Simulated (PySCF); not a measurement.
Input file for PySCF: R-MP2/6-31G* on C3H5N (a complex), monomers drawn apart or pushed together.

```python
from pyscf import gto, scf, dft, mp
from pyscf.data.elements import chemcore

mol = gto.M(
    atom='''
    C    -0.08697632    0.63684179    0.22296924
    C    -0.22787130   -0.67842542    0.12584609
    H     0.88242362    1.11359623    0.13936012
    H    -0.93663063    1.29079765    0.37916709
    H    -1.19858723   -1.15424217    0.19865868
    H     0.62046729   -1.33145077   -0.04106351
    C     0.25161760   -0.31323480    3.51070940
    N     0.39033834   -0.41331299    4.64454264
    H     0.12222325   -0.21967391    2.45083476
    ''',
    basis='6-31g*',
    cart=True,
    charge=0, spin=0, verbose=3, max_memory=1800)
mf = scf.RHF(mol)
mf.conv_tol = 1e-8
mf.max_cycle = 100
mf.kernel()
if not mf.converged:
    mf = mf.newton().run(mf.mo_coeff, mf.mo_occ)
pt = mp.MP2(mf, frozen=chemcore(mol)).run()
```

Output:

```
converged SCF energy = -170.907467980558
E(RMP2) = -171.445957991235  E_corr = -0.538490010677163
E(SCS-RMP2) = -171.439927709786  E_corr = -0.532459729228117
```

The calculation finished and met its thresholds.

Cost: very roughly 0.7 core-seconds.
